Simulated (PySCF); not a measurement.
# Electric field gradients and quadrupole coupling constants

Compound: C5H13BFN.
Z-matrix (Å and degrees, PBE0-D3(BJ)/def2-SVP geometry), rows numbered from 1:
```
C 
N   1  1.4720
C   2  1.4667  1  109.64
B   2  1.6631  1  110.15  3  -123.89
C   4  1.6320  2  100.46  1   -82.33
C   5  1.5261  4  106.56  2   -16.56
F   6  1.3812  5  113.70  4  -125.75
C   2  1.4757  1  110.80  3   124.08
H   1  1.0966  2  109.80  3   175.93
H   1  1.1021  2  110.59  3   -63.07
H   1  1.0966  2  108.86  3    57.77
H   3  1.0963  2  108.98  1  -179.88
H   3  1.0978  2  108.79  1   -61.67
H   3  1.1016  2  110.85  1    58.86
H   4  1.2252  2  106.90  1    41.29
H   4  1.2269  2  104.03  1   160.15
H   5  1.1004  4  110.94  2  -133.21
H   5  1.1013  4  114.76  2   106.07
H   6  1.1040  5  112.20  4   114.01
H   8  1.1028  2  111.16  1   -50.98
H   8  1.0993  2  107.77  1  -170.17
```

Field gradients from the PBE0/pcSseg-1 density (PySCF, non-relativistic), principal values in atomic units, ordered |Vxx| ≤ |Vyy| ≤ |Vzz|:

```tsv
atom	Vxx	Vyy	Vzz
N2	0.3040	0.3286	-0.6326
B4	-0.1242	-0.1357	0.2599
```

**Question.** Find the asymmetry η = (Vxx − Vyy)/Vzz and the couplings χ = eQV/h (234.96 MHz × Q in barn × V in au), with Q(14N) = 0.02044 b, Q(11B) = 0.04059 b.

**Answer.** 
| atom | environment | nucleus | η | χzz (MHz) | χxx (MHz) | χyy (MHz) |
| --- | --- | --- | --- | --- | --- | --- |
| N2 | nitrogen bonded to B and 3 C | 14N | 0.04 | -3.038 | 1.460 | 1.578 |
| B4 | four-coordinate boron | 11B | 0.04 | 2.478 | -1.184 | -1.294 |

The gradient is axial or nearly so (η below 0.05) at N2 and B4. The tensor is traceless: Vxx + Vyy + Vzz = 0.

**Question.** What is Vzz at N2 in SI units (1 au = 9.71736 × 10²¹ V/m²)?

**Answer.** -0.6326 au = -6.147 × 10²¹ V/m².

Were the hydrogens deuterons (Q(2H) = 0.00286 b), χzz would run from 127 kHz (H16) to 199 kHz (H17 and H18).

The structure is a single PBE0-D3(BJ)/def2-SVP conformer in the gas phase; no vibrational or solvent corrections. The small basis limits the accuracy of the gradients.

The run behind these numbers computed NMR shieldings as well. On an Arm Neoverse V1 with one thread, on a shared host, this took 32 s and 0.93 GiB of memory at its peak.
